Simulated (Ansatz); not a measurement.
Saddle point of ZnH$_{3}$ClO$_{2}$, singlet (ZnHCl ([Cl][ZnH]) + H₂O₂ ([OH][OH]) → ZnHClO₂ ([OH][O][Zn][Cl]) + H₂; bonds formed: H2–H4; dative contacts that become bonds: Zn1–O5; bonds broken: Zn1–H2, H4–O5), PBE0-D4/def2-TZVP structure:

Zn1  (-0.729, -1.030, -0.046)
H2  (-1.286, 0.170, 1.202)
Cl3  (-1.346, -2.792, -1.022)
H4  (-0.519, 0.685, 0.824)
O5  (0.546, 0.440, 0.189)
O6  (1.247, 1.186, -0.798)
H7  (2.087, 1.341, -0.349)
(Å)

Energies are electronic, without zero-point energy. Barriers and step energies count from the start structure reached by relaxing down the imaginary mode; all methods use the PBE0-D4 structures, on which another method's saddle can fall below an end. Ansatz 0.2.0; basis: def2-TZVPP, with def2-QZVPP for the basis limit; cores frozen in the correlated methods. The 3s and 3p shells of Cu and Zn are frozen; filled d shells are correlated. B3LYP uses VWN-RPA correlation. Extrapolation: Hartree–Fock as exp(−7.88 √X), correlation as X^−2.97.

| method | barrier (kcal/mol) | step energy (kcal/mol) |
| --- | --- | --- |
| SPW92 | ? | 16.38 |
| PBE-D4 | 27.10 | 10.56 |
| BLYP-D4 | 28.51 | 8.41 |
| r2SCAN-D4 | 29.23 | 10.62 |
| B97M-V | 31.94 | 12.35 |
| PBE0-D4 | 31.08 | 12.56 |
| B3LYP-D4 | 31.66 | 10.52 |
| r2SCAN0-D4 | 32.23 | 12.37 |
| BHLYP-D4 | 35.63 | 12.24 |
| CAM-B3LYP-D4 | 33.05 | 11.76 |
| wB97X-V | ? | 10.98 |
| wB97M-V | ? | 12.17 |
| B2PLYP | 31.75 | 9.17 |
| PBE-QIDH | 32.74 | 11.57 |
| RPA on PBE | 33.49 | 8.95 |
| HF | 40.65 | 10.82 |
| MP2 | 32.51 | 8.95 |
| CCSD | 34.83 | 10.33 |
| CCSD(T) | 33.20 | 9.98 |

(1) Fill in the withheld barriers. (To be estimated.)

T1 diagnostic: at most 0.017.

Results:

(1) The calculation gives: wB97X-V 33.52; wB97M-V 34.18; SPW92 25.72 kcal/mol. Each is the energy of the saddle less that of the start structure, by the same method.

For comparison, the barrier by CCSD(T) at an estimated basis limit (MP2 extrapolated from triple and quadruple zeta, plus CCSD(T) − MP2 in triple zeta) is 32.59 kcal/mol.

Labels in which every atom is bracketed show which atoms are joined, not bond orders.

For scale, one of the runs: CCSD(T)/def2-TZVPP, 210 basis functions, launched by `ansatz run in.yaml --threads 4 --pin off --events-out ev --progress --plain --max-ram 9574MiB`. Time: 3 min of wall clock on 4 CPU threads of an Intel Xeon; the host was shared. Peak host memory: 2.9 GiB.
